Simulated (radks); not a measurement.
Question: Successive ionisation energies (eV) of one element, from differences of total energies of ions in their ground configurations, starting at charge 0: 16.431, 33.586, 53.869, 76.904, 114.28, 137.16, 749.36, 859.31. All-electron calculation, Dirac Kohn-Sham, PBE, spin-unpolarised, spherical densities, point nucleus; open shells are shared between the two j in proportion to 2j + 1. Program: a radial shooting solver on a logarithmic mesh with Libxc functionals. Which element is it?

Answer: Oxygen (Z = 8). The first species listed is O in [He] 2s2 2p4, the last O7+ in 1s1.
